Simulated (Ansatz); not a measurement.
`[Cl][Hf]([Cl])([Br])[Br]`, relaxed with RKS PBE-D4/def2-SVP in the Gaussian-basis code of Ansatz from a rough embedded geometry. The force threshold is 0.03 eV/Å; the program also tests the step.

Charge 0, multiplicity 1. Hf: def2 effective core potential.

Start:

```xyz
5

Cl    1.321   -1.540    1.667
Hf    0.188    0.058   -0.164
Cl   -0.530    2.055    1.398
Br    1.815    0.348   -2.165
Br   -2.794   -0.921   -0.736
```

(1) How much energy does the relaxation release, and in how many steps? (An estimate is asked.)

(2) Which bonds change most? (An estimate is asked.)

(3) Give the relaxed structure. (Estimate.)

## Answers

(1) Computed: 3.07 eV, in 6 steps.

(2) The calculation gave: Hf2–Br5 from 3.190 to 2.485 Å; Cl1–Hf2 from 2.681 to 2.336 Å; Hf2–Cl3 from 2.634 to 2.336 Å; Hf2–Br4 from 2.595 to 2.485 Å.

(3) Ansatz gave: 
```xyz
5

Cl    1.056   -1.521    1.461
Hf    0.010    0.007    0.037
Cl   -0.341    2.026    1.158
Br    1.449    0.404   -1.949
Br   -2.173   -0.916   -0.706
```
